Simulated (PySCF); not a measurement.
Excitations are Tamm–Dancoff values on a coarser integration grid.

Cartesian coordinates (Å):
SMILES: [SiH3]N[SiH3]
```xyz
10

Si    -1.5573     0.0823     0.0556
N      0.0783     0.6301    -0.0063
Si     1.5301    -0.3024    -0.0468
H     -2.3115     0.7899     1.1259
H     -1.5246    -1.3736     0.3394
H     -2.2856     0.3106    -1.2238
H      0.2003     1.6305    -0.0875
H      2.5031     0.1901     0.9660
H      2.2070    -0.2494    -1.3729
H      1.1602    -1.7081     0.2504
```
Charge 0, spin multiplicity 1.

Predict the LUMO, S1–T1 gap (TDA) and dipole moment from PBE0-D3(BJ)/def2-TZVPD in PySCF.


LUMO: -0.28 eV
S1–T1 gap (TDA): 0.32 eV
dipole moment: 0.89 D
